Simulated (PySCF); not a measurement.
Ni2H4, quintet: molecular constants

Level of theory: UPBE0 in PySCF with Ni def2-TZVP, H def2-TZVP; no relativity; density-fitted integrals.

The structure is a higher-order saddle point with 2 imaginary modes.

```json
{
  "Point group": "D2h",
  "Bond lengths": "Ni–H 1.568 Å (×2), Ni–H 1.709 Å (×4)",
  "Bond angles": "H–Ni–H 87.3° (×2), H–Ni–H 136.3° (×4), Ni–H–Ni 92.7° (×2)",
  "Highest occupied level (β)": "-7.55 eV",
  "Zero-point energy (real modes)": "62.2 kJ/mol",
  "Spin squared ⟨S²⟩": "6.015",
  "Lowest empty level (β)": "-4.22 eV",
  "Atomisation energy without zero-point energy": "1114 kJ/mol",
  "Dipole moment": "0.00 D",
  "Principal polarisabilities": "34.8, 51.2, 99.9 bohr³",
  "Principal quadrupole moments (Buckingham, traceless) about the centre of mass": "-13.21, 2.49, 10.72 D Å",
  "Rotational constants": "6.006, 0.08735, 0.08609 cm⁻¹"
}
```

Harmonic modes (masses in u: Ni 57.935, H 1.008):
```csv
symmetry,ω (cm⁻¹),IR (km/mol)
b3g,1008i,–
b2u,701i,–
ag,252,0.0
b3u,288,49.7
b2g,487,0.0
b3u,716,175
b3g,1086,0.0
b2u,1218,220
b1u,1251,948
ag,1493,0.0
b1u,1794,845
ag,1813,0.0
```

In D2h the vibrations span 2b3g + 2b2u + 3ag + 2b3u + b2g + 2b1u. The ag, b2g, b3g modes carry no infrared intensity, as symmetry demands. With a centre of inversion only u modes can be infrared active and only g modes Raman active.

Charges (e):
| atom | Mulliken | Löwdin | polar tensor | spin (Mulliken) | Mayer order to Ni1 |
| --- | --- | --- | --- | --- | --- |
| Ni1 | 0.23 | 0.25 | 0.89 | 1.83 | – |
| Ni2 | 0.23 | 0.25 | 0.89 | 1.83 | 0.43 |
| H3,4 | -0.10 | -0.05 | -0.40 | 0.17 | 0.46 |
| H5 | -0.12 | -0.19 | -0.49 | 0.00 | 0.94 |
| H6 | -0.12 | -0.19 | -0.49 | 0.00 | 0.02 |
Other Mayer orders above 0.3: Ni–H 0.46 (×2), Ni–H 0.94.

Mulliken populations on Ni1: s 6.86, p 12.59, d 8.32, f 0.00.

Outer orbital energies (eV). α occupied: -11.50, -11.49, -11.48, -11.48, -11.36, -8.39, -7.70, -7.61; empty: -0.71, 0.79, 1.28, 1.42. β occupied: -10.74, -10.51, -10.38, -10.26, -10.13, -10.05, -8.38, -7.55; empty: -4.22, -4.00, -3.78, -2.76.

This need not be the most stable arrangement of these atoms. With open d or f shells other occupations or spin states may lie lower.

The final relaxation and frequency run took 86 s on 4 threads of a shared Arm Neoverse V1 host, with 114 basis functions and 15 gradients. Launch command: `OMP_NUM_THREADS=4 python axn.py task.json out`.
